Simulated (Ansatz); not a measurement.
Cartesian coordinates in Å:
```
N 2.464 1.051 -0.581
Ga 0.845 0.305 -0.334
O 0.064 0.596 1.319
Si -1.383 -0.188 1.278
Si -1.094 -0.973 -0.935
H 3.003 0.979 -1.425
H 2.922 1.597 0.130
H -2.540 0.733 1.456
H -1.481 -1.265 2.302
H -0.871 -2.424 -1.180
H -1.931 -0.412 -2.030
```

Total charge 0; spin multiplicity 1.

(1) List the r2SCAN/def2-TZVPP orbital energies in eV (Ansatz 0.2.0). (Estimate.)

Answers

(1) The calculation gave: Occupied: -10122.17, -1791.18, -1790.92, -1244.33, -1100.76, -1100.68, -1100.64, -515.06, -385.09, -147.99, -141.55, -141.41, -100.92, -100.71, -100.63, -96.44, -96.40, -96.39, -96.30, -96.25, -96.24, -24.90, -22.31, -20.43, -20.42, -20.40, -20.21, -20.08, -14.03, -12.76, -12.45, -11.30, -9.88, -9.47, -9.22, -8.79, -7.34, -6.78, -6.52, -6.47. Lowest empty: -1.74, -1.01, -0.59, 0.14, 0.53, 0.97, 1.73, 2.01.
